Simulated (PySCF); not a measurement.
## Electron correlation in H- (hydrogen, charge -1)

1s2, closed-shell 1S. Calculation: PySCF 2.14, in aug-cc-pVDZ (3s2p, 9 functions); no relativity, point nucleus. Frozen: nothing; 2 electrons correlated.

With two correlated electrons CCSD is exact within the correlated space (frozen core and kept virtual orbitals).

```tsv
level	correlation energy (mhartree)
CCSD	-37.25
```

Diagnostics: T1 = 0.019, D1 = 0.0269, largest double amplitude 0.174.

A double-excitation amplitude exceeds 0.15, a sign of near-degeneracy.

Cost of the coupled-cluster step: of the order of 0.07 core-seconds, for 2 correlated electrons.

Iterations:

```
CC2 = 0
CCSD nocc = 1, nmo = 9
frozen orbitals []
max_cycle = 100
direct = 0
conv_tol = 1e-08
conv_tol_normt = 1e-06
diis_space = 8
diis_start_cycle = 0
Init t2, MP2 energy = -0.511957681455195  E_corr(MP2) -0.0251774050210074
Init E_corr(CCSD) = -0.0251774050210074
cycle = 1  E_corr(CCSD) = -0.0325653851528894  dE = -0.00738798013  norm(t1,t2) = 0.0492531
cycle = 2  E_corr(CCSD) = -0.0352100405121238  dE = -0.00264465536  norm(t1,t2) = 0.0214854
cycle = 3  E_corr(CCSD) = -0.0372538612536544  dE = -0.00204382074  norm(t1,t2) = 0.0117919
cycle = 4  E_corr(CCSD) = -0.0372801771248816  dE = -2.63158712e-05  norm(t1,t2) = 0.00338271
cycle = 5  E_corr(CCSD) = -0.0372538282183961  dE = 2.63489065e-05  norm(t1,t2) = 0.000210042
cycle = 6  E_corr(CCSD) = -0.0372481437207908  dE = 5.68449761e-06  norm(t1,t2) = 3.88034e-05
cycle = 7  E_corr(CCSD) = -0.0372483638192072  dE = -2.20098416e-07  norm(t1,t2) = 5.1178e-06
cycle = 8  E_corr(CCSD) = -0.0372483686144308  dE = -4.7952236e-09  norm(t1,t2) = 6.92683e-07
CCSD converged
E(CCSD) = -0.5240286450486181  E_corr = -0.03724836861443083
```
